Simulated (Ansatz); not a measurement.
# Interaction energy ladder

The pair of F⁻ (SMILES [F-], atom 1) and C₂H₄ (SMILES C=C, atoms 2–7), both closed shells, in one local arrangement (a lower one may exist), relaxed at PBE0-D4/def2-TZVPD:

```json
{"atom": "F1", "x (Å)": "0.0246", "y (Å)": "0.8430", "z (Å)": "-2.6377"}
{"atom": "C2", "x (Å)": "0.4018", "y (Å)": "-0.0643", "z (Å)": "0.9598"}
{"atom": "C3", "x (Å)": "-0.4083", "y (Å)": "-0.2148", "z (Å)": "-0.0834"}
{"atom": "H4", "x (Å)": "0.1955", "y (Å)": "-0.4940", "z (Å)": "1.9403"}
{"atom": "H5", "x (Å)": "1.3233", "y (Å)": "0.5075", "z (Å)": "0.8711"}
{"atom": "H6", "x (Å)": "-0.2149", "y (Å)": "0.2201", "z (Å)": "-1.1046"}
{"atom": "H7", "x (Å)": "-1.3220", "y (Å)": "-0.7975", "z (Å)": "0.0544"}
```

Ansatz 0.2.0; basis: def2-TZVPPD, with def2-QZVPPD for the basis limit; cores frozen in the correlated methods. B3LYP uses VWN-RPA correlation. Extrapolation: Hartree–Fock as exp(−7.88 √X), correlation as X^−2.97. Interaction energies count from these two fragments, frozen as in the pair, with the counterpoise correction; negative means bound.

Problem. What is the interaction energy by CCSD(T) at an estimated basis limit (MP2 extrapolated from triple and quadruple zeta, plus CCSD(T) − MP2 in triple zeta)? (Judge from chemistry; the value comes from the calculation.)

Solution. By the calculation: -11.72 kcal/mol. Hartree–Fock alone gives -9.61 kcal/mol at the basis limit. It counts from the two fragments frozen as in the pair.

The same quantity by other methods in triple zeta, and each one's difference from that estimate:
```json
{"method": "PBE-D4", "E_int (kcal/mol)": "-12.75", "difference": "-1.03"}
{"method": "revPBE-D4", "E_int (kcal/mol)": "-11.63", "difference": "0.09"}
{"method": "BLYP-D4", "E_int (kcal/mol)": "-11.44", "difference": "0.28"}
{"method": "r2SCAN-D4", "E_int (kcal/mol)": "-12.90", "difference": "-1.18"}
{"method": "B97M-V", "E_int (kcal/mol)": "-12.20", "difference": "-0.48"}
{"method": "PBE0-D4", "E_int (kcal/mol)": "-12.93", "difference": "-1.21"}
{"method": "B3LYP-D4", "E_int (kcal/mol)": "-12.07", "difference": "-0.35"}
{"method": "HSE06-D4", "E_int (kcal/mol)": "-12.95", "difference": "-1.22"}
{"method": "wB97X-V", "E_int (kcal/mol)": "-11.58", "difference": "0.15"}
{"method": "wB97M-V", "E_int (kcal/mol)": "-11.84", "difference": "-0.12"}
{"method": "B2PLYP", "E_int (kcal/mol)": "-11.03", "difference": "0.70"}
{"method": "HF", "E_int (kcal/mol)": "-9.44", "difference": "2.28"}
{"method": "MP2", "E_int (kcal/mol)": "-10.59", "difference": "1.13"}
{"method": "CCSD", "E_int (kcal/mol)": "-10.53", "difference": "1.19"}
{"method": "CCSD(T)", "E_int (kcal/mol)": "-10.86", "difference": "0.86"}
```
Differences are method less estimate.

Problem. Which atoms make the shortest contact between the fragments?

Solution. F1 and H6, 1.67 Å apart.

Energy to bend the free fragments (PBE0-D4 minima) into their shapes in the pair, CCSD(T)/def2-TZVPPD: C₂H₄ 1.00 kcal/mol. This must be added to the interaction energy to get the binding energy from relaxed fragments.

Basis-set superposition shift (counterpoise-corrected less uncorrected): CCSD(T) 0.82; MP2 0.81; HF 0.04; PBE0-D4 0.05; wB97M-V 0.04 kcal/mol.

T1 diagnostic: at most 0.023.

For scale, one of the runs: CCSD(T)/def2-TZVPPD, 182 basis functions, launched by `ansatz run in.yaml --threads 2 --pin off --events-out ev --progress --plain --max-ram 5222MiB`. The run took 48 s on 2 CPU threads of an Intel Xeon Platinum 8259CL (shared host), with 1.9 GiB of host memory at its peak.
